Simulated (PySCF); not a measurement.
Constitutional and geometric isomers with formula CH4OSi. Isolated molecules, 0 K electronic values unless said otherwise. One relaxed conformer stands for each flexible species; it need not be the lowest. Strings in code marks are SMILES.

The brightest of the four lowest singlets (TDA) from two functionals at the same geometries (B3LYP-D3(BJ)/def2-TZVP), both in PySCF: PBE-D3(BJ)/def2-TZVP and B3LYP-D3(BJ)/def2-TZVP. B3LYP has the VWN-RPA correlation part, as in Gaussian. Excitations are Tamm–Dancoff values on a coarser integration grid. The basis has no diffuse functions, so Rydberg states are missing or too high.

| species | PBE-D3(BJ)/def2-TZVP (eV) |
|---|---|
| `O=C[SiH3]` | 5.43 |
| `C1O[SiH2]1` | 5.84 |
| `C[SiH]=O` | 5.83 |
| `C=[SiH]O` (C–Si–O–H torsion 0°) | 5.68 |

Task: What does B3LYP-D3(BJ)/def2-TZVP give for each?

Result: 
- `O=C[SiH3]`: 6.21
- `C1O[SiH2]1`: 6.09
- `C[SiH]=O`: 6.27
- `C=[SiH]O` (C–Si–O–H torsion 0°): 5.74
Over these rows, drawn at random from the members with no instability flagged (it was tested for open shells, ions and some series alone), PBE minus B3LYP-D3(BJ): mean -0.38 eV, from -0.78 eV to -0.06 eV.
